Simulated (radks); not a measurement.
Values are calculated unless marked as measured or tabulated.
Excited configurations of neutral selenium: one electron is placed in a higher orbital outside [Ar] 3d10 4s2 4p3. The ground configuration is [Ar] 3d10 4s2 4p4. Level of theory: Dirac Kohn-Sham, LDA (Slater exchange, Perdew-Wang correlation), spin-unpolarised, spherical densities, point nucleus; open shells fill j = l - 1/2 first (a radial shooting solver on a logarithmic mesh with Libxc functionals). Excitation = E - E(ground); binding = E(ion) - E, where the ion is the core of charge +1; n* = 1/sqrt(2 binding) in atomic units, and the quantum defect is n - n*.

| outer orbital | excitation (eV) | binding (eV) | quantum defect | <r> (bohr) |
|---|---|---|---|---|
| 5p1/2 | 8.359 | 2.452 | 2.644 | 7.843 |
| 5f5/2 | 10.182 | 0.628 | 0.347 | 29.69 |
| 6f5/2 | 10.356 | 0.454 | 0.527 | 44.50 |
| 7d3/2 | 10.269 | 0.541 | 1.987 | 39.36 |
| 7f5/2 | 10.468 | 0.343 | 0.699 | 61.97 |

The Delta-SCF ionisation energy is 10.810 eV (NIST Atomic Spectra Database: 9.752 eV, measured). Self-interaction in the functional shifts the binding energies and quantum defects, so they are the method's values and not measured ones. Spin polarisation and multiplet splitting are left out, so open shells lie too high by an amount that depends on their filling.

Beside tabulated values, note that spin-unpolarised runs miss the spin-polarisation part of the exchange energy of open shells.
